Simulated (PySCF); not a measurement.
Deuteron quadrupole couplings in `CC#C[C@@H]1C[C@@H]2C[C@@H]2[C@H]1C`

Species: C10H14.
Structure used (GFN2-xTB), in Å, numbered top down from 1:
```
atom  x, y, z in Å
C1     3.559   -0.010   -1.587
C2     2.410   -0.023   -0.706
C3     1.457   -0.033    0.021
C4     0.303   -0.016    0.902
C5    -0.400   -1.392    0.952
C6    -1.555   -1.286   -0.018
C7    -1.227   -0.786   -1.392
C8    -1.764    0.158   -0.358
C9    -0.761    0.998    0.408
C10   -1.440    1.707    1.577
H11    4.479   -0.058   -1.003
H12    3.526   -0.865   -2.263
H13    3.564    0.906   -2.178
H14    0.657    0.266    1.899
H15   -0.780   -1.587    1.957
H16    0.291   -2.195    0.689
H17   -2.381   -1.970    0.115
H18   -1.886   -1.068   -2.201
H19   -0.190   -0.705   -1.677
H20   -2.752    0.576   -0.491
H21   -0.290    1.746   -0.239
H22   -0.714    2.270    2.161
H23   -1.927    0.983    2.227
H24   -2.194    2.401    1.211
```

Level: PBE0/pcSseg-1 (PySCF, non-relativistic); Q(2H) = 0.00286 b; rigid geometry, the same for H and D, with no vibrational averaging.

Question: Rank these positions by the coupling χzz of a deuteron there, largest first.
A. H14 (methine hydrogen)
B. H23 (methyl hydrogen)
C. H20 (methine hydrogen)
D. H16 (methylene hydrogen)

Answer: C (221 kHz), B (211 kHz), D (204 kHz), A (199 kHz).

Q: Give the electric field gradient Vzz (the principal value of largest size), its asymmetry and the 2H coupling at each hydrogen.

A: 
| atom | bonded to | bond length (Å) | Vzz (au) | η | χzz (kHz) |
| --- | --- | --- | --- | --- | --- |
| H11 | C1 | 1.090 | 0.3088 | 0.02 | 207 |
| H12 | C1 | 1.090 | 0.3085 | 0.02 | 207 |
| H13 | C1 | 1.090 | 0.3083 | 0.02 | 207 |
| H14 | C4 | 1.095 | 0.2966 | 0.01 | 199 |
| H15 | C5 | 1.092 | 0.3048 | 0.02 | 205 |
| H16 | C5 | 1.092 | 0.3038 | 0.02 | 204 |
| H17 | C6 | 1.081 | 0.3296 | 0.08 | 221 |
| H18 | C7 | 1.080 | 0.3328 | 0.07 | 224 |
| H19 | C7 | 1.079 | 0.3251 | 0.09 | 218 |
| H20 | C8 | 1.081 | 0.3292 | 0.08 | 221 |
| H21 | C9 | 1.095 | 0.2942 | 0.02 | 198 |
| H22 | C10 | 1.088 | 0.3145 | 0.02 | 211 |
| H23 | C10 | 1.088 | 0.3143 | 0.02 | 211 |
| H24 | C10 | 1.088 | 0.3148 | 0.02 | 212 |

Q: How does χzz go with the bond length over the 14 C–H bonds?

A: A straight-line fit has a slope of -14.4 kHz for each 0.01 Å, with a correlation coefficient of -0.97, over lengths from 1.079 to 1.095 Å. The longer bonds have the smaller couplings here.

Q: A static deuteron (I = 1) shows a doublet split by (3/2)χ, (3/4)χ(1 + η) and (3/4)χ(1 − η) with the field along z, y and x of the gradient. What are these for H24?

A: With |χ| = 211.5 kHz and η = 0.017: 317, 161 and 156 kHz, to first order and without motion.

One conformer (not necessarily the lowest) at the GFN2-xTB geometry, without solvent, vibrations or thermal averaging. GFN2-xTB bond lengths can be off by several hundredths of an ångström, more for odd bonds, and the gradients follow them. The basis is small and wasn't made for field gradients, so the couplings can be 20 % off.
